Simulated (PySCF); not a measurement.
C8H9N.
Cartesian coordinates in Å at the GFN2-xTB level; atoms count from 1:
```
atom  x, y, z in Å
C1    -0.0693    2.1632    0.2052
C2    -0.4178    0.7076    0.0977
C3    -1.7493    0.3188    0.1652
C4    -2.1205   -1.0109    0.0711
C5    -1.1521   -1.9883   -0.0944
C6     0.1757   -1.6232   -0.1642
C7     0.5603   -0.2844   -0.0702
C8     1.9820    0.0378   -0.1516
N9     2.8411   -0.8749   -0.3040
H10    0.4435    2.5066   -0.6928
H11    0.5815    2.3447    1.0600
H12   -0.9698    2.7599    0.3314
H13   -2.5123    1.0740    0.2937
H14   -3.1651   -1.2817    0.1270
H15   -1.4352   -3.0276   -0.1689
H16    0.9548   -2.3577   -0.2932
H17    2.2369    1.1017   -0.0726
H18    3.8068   -0.5593   -0.3508
```

Method: PBE0/def2-SVPD in PySCF (dipole) on a GFN2-xTB geometry, gas phase.

Masses are those of the commonest isotopes; rigid-rotor values at the optimised geometry. The values belong to one conformer with, in the numbering `[H]/[N:9]=[CH:8]/[c:7]1[c:2]([CH3:1])[cH:3][cH:4][cH:5][cH:6]1`, C6–C7–C8–N9 0°.

Give the principal moments of inertia and the rotational constants in MHz.

Ia = 200.65, Ib = 317.00, Ic = 514.50 u·Å²; 505379 MHz·u·Å²/I gives A = 2519, B = 1594, C = 982.3 MHz.

Classify the top.

An asymmetric top: κ = (2 × 1594 − 2519 − 982.3)/(2519 − 982.3) = -0.20.

What does the inertial defect say?

Not planar: Δ = Ic − Ia − Ib = -3.14 u·Å². For a rigid frame Δ = −2 Σ m c², so Σ m c² = 1.57 u·Å² lies off the ab plane, practically all of it from hydrogen. The atom farthest from that plane is 0.88 Å away.

Give the other two planar moments, Paa and Pbb, and the rms extents of the mass along the axes.

Paa = Σ m a² = (Ib + Ic − Ia)/2 = 315.42 and Pbb = Σ m b² = (Ia + Ic − Ib)/2 = 199.08 u·Å². With the mass M = 119.07 u, the rms extents √(P/M) along a, b and c are 1.63, 1.29, 0.11 Å.

Where do the levels up to J = 4 lie, in cm⁻¹?

Above 0(0,0):
J = 1: 1(0,1) 0.0859, 1(1,1) 0.1168, 1(1,0) 0.1372
J = 2: 2(0,2) 0.2505, 2(1,2) 0.2683, 2(1,1) 0.3295, 2(2,1) 0.4220, 2(2,0) 0.4293
J = 3: 3(0,3) 0.4838, 3(1,3) 0.4915, 3(1,2) 0.6122, 3(2,2) 0.6798, 3(2,1) 0.7117, 3(3,1) 0.8890, 3(3,0) 0.8908
J = 4: 4(0,4) 0.7809, 4(1,4) 0.7837, 4(1,3) 0.9765, 4(2,3) 1.0178, 4(2,2) 1.0960, 4(3,2) 1.2436, 4(3,1) 1.2549, 4(4,1) 1.5220, 4(4,0) 1.5224
Those of J = 1 are B + C, A + C and A + B.

Which types of transition are allowed, and where do some lines up to J = 5 fall?

The dipole components are |μa| = 0.41 D, |μb| = 1.97 D, |μc| = 0.00 D; the mirror of this Cs structure is the ab plane, so μc vanishes by symmetry and there are no c-type lines. Intensities carry the squares of the components, which stand as 0.04 : 1.00 (a : b). Some lines, for components of 0.1 D or more:

```tsv
type	branch	J(Ka,Kc)	MHz	lower level (cm⁻¹)
a	Q	3(2,1) ← 3(2,2)	956	0.680
b	Q	1(1,0) ← 1(0,1)	1536	0.086
b	Q	3(1,2) ← 3(0,3)	3851	0.484
b	Q	2(2,1) ← 2(1,2)	4609	0.268
a	R	2(0,2) ← 1(0,1)	4935	0.086
b	R	3(1,2) ← 2(2,1)	5702	0.422
a	Q	5(1,4) ← 5(1,5)	8040	1.143
b	R	2(2,0) ← 1(1,1)	9369	0.117
b	R	5(1,5) ← 4(0,4)	10852	0.781
b	R	5(1,4) ← 4(2,3)	11791	1.018
a	R	5(2,4) ← 4(2,3)	12402	1.018
a	R	5(1,4) ← 4(1,3)	13027	0.977
b	R	3(2,1) ← 2(1,2)	13295	0.268
```

Estimate the classical rotational partition function at 100 K, 200 K and 298.15 K.

Point group Cs, symmetry number σ = 1; q = (√π/σ)·√((kT/h)³/(ABC)), k/h = 20836.6 MHz/K: 84900 at 100 K, 240000 at 200 K, 437000 at 298.15 K.

GFN2-xTB frequencies: not computed here. No vibrational averaging or centrifugal distortion is included, and the geometry carries the error of its method. A rigid rotor knows nothing of internal rotation, which can split or shift real lines. Quadrupole hyperfine structure (14N) is left out.

Hardware: an Arm Neoverse V2 with one thread, shared host with 32 logical CPUs at a one-minute load of 33. Cost: 61 s wall (grids of density and orbitals included), 1.0 GiB resident at most. This is the PBE0/def2-SVPD job that gave the dipole, with the excitations it also computed.
